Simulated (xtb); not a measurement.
4-thiophen-2-ylbenzaldehyde (C11H8OS), SMILES c1csc(c1)-c1ccc(C=O)cc1. All values are semi-empirical tight-binding results from xtb (GFN2-xTB unless named), good for trends rather than for accurate numbers. Geometry optimised at GFN2-xTB. One conformer was computed; it need not be the lowest.

The point group as xtb finds it is Cs and the orbital gap is 2.50 eV. The zero-point energy is 95.1 kcal/mol and the G − E(el) at 298.15 K (modified RRHO) is 71.4 kcal/mol. The static polarisability (D4 model) is 141.0 bohr³. The solvation energy, GFN2-xTB/ALPB(water) is -2.5 kcal/mol and the solvation energy, GFN2-xTB/ALPB(thf) is -11.6 kcal/mol.
